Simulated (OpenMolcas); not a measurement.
**La: effect of the active space**

```json
{
 "Program": "OpenMolcas 26.06",
 "Method": "MS-CASPT2, IPEA 0.25 Eh, imaginary shift 0.1 Eh",
 "Basis": "ANO-RCC-VQZP",
 "Scalar Hamiltonian": "DKH2, point nucleus",
 "Spin-orbit coupling": "state interaction with AMFI integrals over the reference wave functions, term energies averaged over their components"
}
```

A. 3 electrons in 6 orbitals (5d 6s); 2S+1 = 2 even, 65 roots; 2S+1 = 4 even, 20 roots kept (CI in the orbitals of an earlier block); closed shells correlated: 5s 5p; CASPT2 step of the order of 2.1 core-minutes
B. 3 electrons in 11 orbitals (5d 6s 6d); 2S+1 = 2 even, 49 roots; 2S+1 = 4 even, 20 roots kept (CI in the orbitals of an earlier block); closed shells correlated: 5s 5p; CASPT2 step roughly 22 core-minutes

Energies in cm-1 above 5d 6s2 2D 3/2, the measured ground level; measured values from NIST Handbook of Basic Atomic Spectroscopic Data.

```json
{"Level": "5d 6s2 2D 3/2", "A": "0.0", "B": "0.0", "Measured": "0.0"}
{"Level": "5d 6s2 2D 5/2", "A": "900", "B": "1294", "Measured": "1053"}
{"Level": "5d2 6s 4F 3/2", "A": "2410", "B": "1648", "Measured": "2668"}
{"Level": "5d2 6s 4F 5/2", "A": "2740", "B": "2040", "Measured": "3010"}
{"Level": "5d2 6s 4F 7/2", "A": "3220", "B": "2570", "Measured": "3495"}
{"Level": "5d2 6s 4F 9/2", "A": "3830", "B": "3280", "Measured": "4122"}
{"Level": "5d2 6s 2F 5/2", "A": "5870", "B": "5370", "Measured": "7012"}
{"Level": "5d2 6s 2F 7/2", "A": "6790", "B": "6360", "Measured": "8052"}
{"Level": "5d2 6s 4P 3/2", "A": "8100", "B": "7150", "Measured": "7491"}
{"Level": "5d2 6s 2G 7/2", "A": "9180", "B": "9010", "Measured": "9961"}
{"Level": "5d2 6s 2G 9/2", "A": "9180", "B": "8950", "Measured": "9920"}
{"Level": "5d3 4F 3/2", "A": "11550", "B": "11530", "Measured": "12431"}
{"Level": "5d3 4F 5/2", "A": "11950", "B": "11850", "Measured": "12787"}
{"Level": "5d3 4F 7/2", "A": "12430", "B": "12280", "Measured": "13238"}
{"Level": "5d3 4F 9/2", "A": "12960", "B": "12800", "Measured": "13747"}
{"Level": "5d3 2G 7/2", "A": "15870", "B": "15690", "Measured": "17023"}
{"Level": "5d3 2G 9/2 [54 %]", "A": "15970", "B": "15790", "Measured": ""}
{"Level": "5d3 4P 3/2", "A": "16290", "B": "16040", "Measured": "16735"}
{"Level": "5d3 4P 1/2", "A": "16320", "B": "15790", "Measured": "16617"}
{"Level": "5d3 4P 5/2", "A": "16850", "B": "16400", "Measured": "17099"}
{"Level": "5d3 2H 11/2", "A": "17170", "B": "17050", "Measured": ""}
{"Level": "5d3 2H 9/2 [60 %]", "A": "17250", "B": "17040", "Measured": ""}
```

Deviations, from unrounded energies. A percentage is the sum of absolute deviations over the sum of measured energies, with the sign that they share, or ± where signs differ.

| Against measurement | Levels | A | B |
| --- | --- | --- | --- |
| mean absolute deviation (cm-1) | 18 | 630 | 940 |
| fine structure of the ground term (%) | 1 | -14.6 | +22.8 |
| other configurations (%) | 17 | ±6.3 | -9.5 |

A lies closest to measurement on these levels. The largest miss of A in the table is 5d2 6s 2F 7/2, by -1300 cm-1. The ranking rests on the paired levels alone, and a cruder setting can come out closer through cancelling errors.

Between A and B the level of the table that moves most is 5d2 6s 4P 3/2, by 950 cm-1 (lowest in B, highest in A). Moves below CASPT2's spread within the term are not significant.

CASPT2 does not keep the components of a term degenerate, so their means are used; among the terms shown or strongly mixed into the levels shown the widest spread is 1200 cm-1 (5d2 6s 2F, A). Over all roots computed the reference weight is 0.83 to 0.91 in A; the roots of lowest weight are the least certain, and an intruder state may touch them. Terms from blocks run as CI alone lack orbitals of their own. The CASPT2 spread within a term exceeds the gap to the next term for 5d2 6s 2P and 5d2 6s 4P, 5d2 6s 4P and 5d2 6s 2G, 5d3 4P and 5d3 2H, so the order of their levels is uncertain, and so are names and mixing where such terms share a J (figures for A; the like holds for B). Configurations are named by rounded mean occupations; where the s occupation lies near a half they are strongly mixed, a name can repeat and a true partner stay unpaired (holds for A). A single d shell beside an s shell can misplace configurations of different d count against each other (holds for A). Some levels mix across a computed gap that differs much from the measured one, so their mixing is not that of the real levels (holds for B). Active for correlation alone: 6d; no level in the range computed is led by a configuration that fills it, so any true level of that kind is missing (holds for B). Measured partners are found by configuration, term and J. A level has none where our copy of the source lacks it or the pairing is in doubt (some pairs that miss far off the trend of their configuration count as doubtful), and it then counts in no deviation. Only configurations of the active space appear. Levels that lie high or do not pair safely by name in every column are left out.

A share in square brackets marks a mixed level and gives the weight of the term that names it, the lowest over the columns.
